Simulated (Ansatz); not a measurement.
C2H5BOSi at its PBE0-D4/def2-TZVP geometry, where that method's forces vanish. The species carries charge 0 and has multiplicity 1. The bonds changed during the relaxation, so this is another structure than the one it started from.

```xyz
10

O     0.8763   -0.7247    2.5764
C     0.8972   -0.3840    1.4859
B     0.9021    0.1004    0.0988
C    -0.0379   -0.6287   -1.0055
Si   -1.0187    0.6702   -0.1484
H     1.7683    0.8869   -0.1433
H     0.2876   -0.4534   -2.0254
H    -0.3298   -1.6606   -0.8350
H    -2.0698    0.2187    0.7889
H    -1.2753    1.9751   -0.7924
```

(1) What forces (eV/Å) does ωB97M-V/def2-TZVPP give on these atoms in the Gaussian-basis code of Ansatz? (Best estimate.)

Answers

(1) Ansatz gave: 
```
O1  -0.003  0.048 -0.131
C2  -0.025 -0.131  0.305
B3   0.138  0.235 -0.226
C4  -0.092 -0.025 -0.032
Si5 -0.074  0.039 -0.002
H6  -0.100 -0.103  0.045
H7  -0.026 -0.022  0.086
H8   0.031  0.074 -0.019
H9   0.121  0.049 -0.106
H10  0.030 -0.164  0.079
```
